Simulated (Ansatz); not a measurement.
Gas-phase electronic energies from Ansatz, PBE0-D4/def2-TZVP geometries. CCSD(T)/CBS is the MP2 limit (def2-TZVPP, def2-QZVPP) plus CCSD(T) − MP2 in def2-TZVPP, frozen cores. DFT in def2-TZVPP. B3LYP here is the variant with VWN-RPA as its local correlation; programs differ in this. HSE06 is defined as in plane-wave codes. One conformer a species, not always the lowest.

Reaction (isomerisation): `CB(O)[SiH2][AlH2]` → `[CH3][Al]([SiH3])[BH]O`

Task: Is it downhill or uphill in electronic energy at CCSD(T)/CBS, and by how much? (Estimate.)

Result: Ansatz gave: Uphill: ΔE = +32.1 kJ/mol.

Task: What do these levels give: B97M-V, HSE06-D4, revPBE, r2SCAN, B3LYP, r2SCAN0, CAM-B3LYP, HF/def2-SVP, MP2/def2-SVP, CCSD/def2-SVP, HF/def2-TZVPP, SCS-MP2/def2-QZVPP? (Best estimate.)

Result: Ansatz gave: B97M-V 65.3, HSE06-D4 37.6, revPBE 32.4, r2SCAN 39.0, B3LYP 32.2, r2SCAN0 38.9, CAM-B3LYP 34.0, HF/def2-SVP 45.1, MP2/def2-SVP 47.3, CCSD/def2-SVP 44.3, HF/def2-TZVPP 36.5, SCS-MP2/def2-QZVPP 32.1 kJ/mol.

Task: What do rigid-rotor, harmonic-oscillator terms from PBE0-D4/def2-TZVP frequencies (298.15 K, 1 bar) make of the CCSD(T)/CBS value? (An estimate is asked.)

Result: The calculation gave: ΔZPE = +3.9 kJ/mol, ΔH = +37.3 kJ/mol, ΔS = 20 J/(mol·K), ΔG = +31.4 kJ/mol. Modes under 50 cm⁻¹ make the entropy rough.

Largest T1 diagnostic among the species: 0.014.

The D4 term adds +3.6 kJ/mol with B3LYP and +1.8 kJ/mol with PBE0; it sums over pairs of atoms, weighted by their polarisabilities, and B3LYP, whose exchange is more repulsive, gets the larger term. At CCSD(T), def2-SVP lies +12.7 kJ/mol from the extrapolated value and def2-TZVPP +0.4 kJ/mol. From BLYP to BHLYP (50 % exact exchange), in def2-TZVPP and without D4, ΔE moves by +4.7 kJ/mol.
